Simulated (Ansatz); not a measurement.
Molecule: KOH, net charge -1, doublet state. SMILES of the parent species: [OH][K]

Atoms: K1, O2, H3. Bonds: K1-O2, O2-H3.

Bond lengths (Å) and angles (degrees) optimised at HF/3-21G with Ansatz (a program for electronic structure); HF/6-31G* with LANL2DZ past Ar with Ansatz; PBE/6-31G* with LANL2DZ past Ar with Ansatz, each started from the B3LYP-D3(BJ)/def2-TZVP structure (Ansatz) of the last column. A row stands for all coordinates that are equal there. 6-31G* holds six Cartesian d functions. No wavenumbers were computed at PBE/6-31G* with LANL2DZ past Ar, so these may be saddle points.

| coordinate | HF/3-21G | HF/6-31G* with LANL2DZ past Ar | PBE/6-31G* with LANL2DZ past Ar | B3LYP-D3(BJ)/def2-TZVP |
|---|---|---|---|---|
| K1-O2 | 2.293 | 2.369 | 2.397 | 2.309 |
| O2-H3 | 0.977 | 0.947 | 0.976 | 0.960 |
| K1-O2-H3 | 180.0 | 180.0 | 180.0 | 180.0 |

Mean signed difference of all 2 bond lengths from B3LYP-D3(BJ)/def2-TZVP: HF/3-21G 0.001 Å, HF/6-31G* with LANL2DZ past Ar 0.024 Å, PBE/6-31G* with LANL2DZ past Ar 0.052 Å.
